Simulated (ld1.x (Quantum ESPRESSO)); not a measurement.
## Configuration tests for tellurium (Te) (TM)

ld1.x (Quantum ESPRESSO) 7.5 input, shortened:

```
&input
   title='Te', zed=52., rel=2, dft='PBE', iswitch=3,
   config='[Kr] 4d10 5s2 5p4', rel_dist='average'
 /
 &inputp
   pseudotype=2, tm=.true., lloc=0,
   nlcc=.true., new_core_ps=.true., rcore=1.20
 /
2
5P  2  1   4.00   0.00  1.75  1.75  0.0
5S  1  0   2.00   0.00  1.90  1.90  0.0
 &test
   configts(1)='5s2 5p4'
 /
```

Open shells are filled in proportion to 2j + 1 (rel_dist='average').

Energies are relative to the spin-unpolarised reference configuration 5s2 5p4; without spin polarisation the order of configurations can differ from experiment.

Question: Give the all-electron excitation energy and the error of the potential for: 5s2 5p3; 5s2 5p2; 5s2 5p1; 5s1 5p4; 5s2 5p4.3; 5s2 5p3.5; 5s0 5p6.

Answer:

```tsv
valence configuration	charge	ΔE all-electron (eV)	error AE − PS (meV)
5s2 5p3	+1	9.749	-1.3
5s2 5p2	+2	27.698	-16
5s2 5p1	+3	54.625	-73
5s1 5p4	+1	19.556	-13
5s2 5p4.3	-0.3	-1.475	0.0
5s2 5p3.5	+0.5	3.907	-0.1
5s0 5p6	0	18.630	-28
```
